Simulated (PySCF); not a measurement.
## Correlation energy of Ca²⁺ (calcium, charge +2)

Starting occupation: [Ar]. Computed with PySCF 2.14 in an even-tempered Gaussian basis (22 s from 0.054 bohr⁻², ratio 2.4; 15 p from 0.071 bohr⁻², ratio 2.4; 5 d from 1.5 bohr⁻², ratio 2.6; 5 f from 2.3 bohr⁻², ratio 2.6), with X2C-1e with screened-nucleus spin-orbit coupling, Gaussian nucleus. Frozen: 1s2; 16 electrons correlated; the 52 highest virtual spinors left out.

MP2 pair energies summed by pair of shells (mhartree):

```csv
pair,energy,share (%)
2p1/2-2p3/2,-85.35,15.8
2p3/2-2p3/2,-82.70,15.3
3p3/2-3p3/2,-63.02,11.6
3p1/2-3p3/2,-61.63,11.4
2p3/2-2s1/2,-38.23,7.1
3p3/2-3s1/2,-28.63,5.3
2p3/2-3p3/2,-26.86,5.0
2p1/2-2p1/2,-20.08,3.7
2p1/2-2s1/2,-19.16,3.5
3p1/2-3p1/2,-16.33,3.0
2p3/2-3p1/2,-14.71,2.7
3p1/2-3s1/2,-14.40,2.7
2p1/2-3p3/2,-14.36,2.7
2p3/2-3s1/2,-10.76,2.0
2s1/2-2s1/2,-10.13,1.9
3s1/2-3s1/2,-9.12,1.7
2s1/2-3p3/2,-7.34,1.4
2p1/2-3p1/2,-6.18,1.1
2p1/2-3s1/2,-5.32,1.0
2s1/2-3p1/2,-3.73,0.7
2s1/2-3s1/2,-3.56,0.7
```

Total MP2 correlation energy: -541.60 mhartree.
